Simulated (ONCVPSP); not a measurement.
## aluminium: variants of one ONCV potential

Base potential:

```json
{
  "Element": "Al (Z = 13)",
  "Generator": "ONCVPSP 4.0.1",
  "Type": "optimised norm-conserving Vanderbilt (ONCV)",
  "Functional": "PW91",
  "Relativity": "scalar-relativistic",
  "Frozen core": "[Ne]",
  "Valence charge": "3",
  "Reference configuration": "3s1.75 3p1.25",
  "Partial waves": "3s: rc 1.70 bohr, ncon 4, nbas 8, qcut 4 1/bohr, 1 projector; 3p: rc 2.60 bohr, ncon 3, nbas 7, qcut 3.3 1/bohr, 2 projectors, debl 2 Ha; d scattering state at 0.27 Ha: rc 2.65 bohr, ncon 3, nbas 7, qcut 3.2 1/bohr, 2 projectors, debl 0.4 Ha",
  "Local potential": "polynomial inside 1.10 bohr (lpopt 4, dvloc0 1 Ha)",
  "Core correction": "Teter function, fcfact 4, rcfact 1.3"
}
```

All-electron outer shells of the reference configuration (PW91, scalar-relativistic, ld1.x):

| shell | level (eV) | outermost node (bohr) | outermost maximum (bohr) |
| --- | --- | --- | --- |
| 2s | -108.70 | 0.16 | 0.50 |
| 2p | -70.26 | – | 0.43 |
| 3s | -8.01 | 0.80 | 2.09 |
| 3p | -2.91 | 0.82 | 2.61 |

Cutoffs, loose and tight: the cutoffs (Ha) at which the residual kinetic energy of the hardest occupied pseudo-wave falls to 1 and 0.1 mHa per electron. They do not see the model core or the augmentation charge, which bear on the density cutoff. Test errors are all-electron minus pseudo excitation energies from the reference, over the configurations 3s2 3p1; 3s2 3p0; 3s1 3p0; 3s1 3p1. A dash means not determined; rows that change the core or the reference have their own tests.

| change | outcome | cutoff, loose | cutoff, tight | bound ghosts | GHOST(+) flags above zero | largest test error (meV) |
| --- | --- | --- | --- | --- | --- | --- |
| base | generated | 5.7 Ha | 7.6 Ha | none | s | +17 |
| local potential polynomial inside 1.10 bohr (lpopt 4, dvloc0 0 Ha) | generated | 5.7 Ha | 7.6 Ha | none | s | +19 |
| local potential polynomial inside 1.10 bohr (lpopt 4, dvloc0 1.5 Ha) | generated | 5.7 Ha | 7.6 Ha | none | none | +16 |
| local potential polynomial inside 1.10 bohr (lpopt 4, dvloc0 3.5 Ha) | generated | 5.7 Ha | 7.6 Ha | none | none | +14 |
| local potential polynomial inside 1.10 bohr (lpopt 4, dvloc0 5 Ha) | generated | 5.7 Ha | 7.6 Ha | none | none | +12 |
| local potential polynomial inside 1.10 bohr (lpopt 4, dvloc0 7 Ha) | generated | 5.7 Ha | 7.6 Ha | none | none | +11 |
| local potential polynomial inside 1.10 bohr (lpopt 4, dvloc0 9 Ha) | generated | 5.7 Ha | 7.6 Ha | none | none | +11 |

(1) What comes out with this change to the base: local potential polynomial inside 1.10 bohr (lpopt 4, dvloc0 -2 Ha)?

## Answers

(1) outcome: generated; cutoff, loose: 5.7 Ha; cutoff, tight: 7.6 Ha; bound ghosts: none; GHOST(+) flags above zero: s, d; largest test error (meV): +38.

Reading the sweep of the dvloc0 (base included, trends over the rows without a ghost): The loose cutoff stays near 5.7 Ha. The median size of the test errors (rows with all tests solved) falls from 4.0 meV at -2 to 1.2 meV at 9 Ha.
